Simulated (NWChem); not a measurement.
Molecule: SiH$_{4}$O$_{2}$; SMILES O[SiH2]O

```xyz
7

Si     0.0000     0.0000    -0.4664
O     -1.3854     0.0492     0.4484
O      1.3854    -0.0492     0.4484
H     -0.0668     1.2366    -1.2909
H      0.0668    -1.2366    -1.2909
H     -1.5856    -0.7350     0.9681
H      1.5856     0.7350     0.9681
```
Atoms are numbered in this order, from 1.

Results from NWChem. All runs use the structure optimised with PBE0/def2-SVP. Hybrids' shares of exact exchange are those that their runs print; pure functionals count as 0. The functionals differ in more than this share.

```csv
row,share of exact exchange,orbital gap (eV)
PBE/def2-SVP,0.00,7.36
RPBE/def2-SVP,0.00,7.35
B3LYP/def2-SVP,0.20,9.36
PBE0/def2-SVP,0.25,withheld
MPW1K/def2-SVP,0.43,11.81
```

Problem. Fit a straight line of the last column on the one before it, predict the withheld value, and compare with the run.

Solution. 
1. Means of the 4 shown rows: x = 0.158, y = 8.970. Slope Σ(x − x̄)(y − ȳ)/Σ(x − x̄)² = 1.299/0.1257 = 10.34; intercept 7.341.
2. The shown rows scatter about the line by 0.029 (root mean square); the largest residual is -0.05, at B3LYP/def2-SVP.
3. At x = 0.25 (PBE0/def2-SVP; inside the shown range) the line gives 9.93.
4. The run gives 9.99, +0.06 from the line, 2.1 times the scatter.
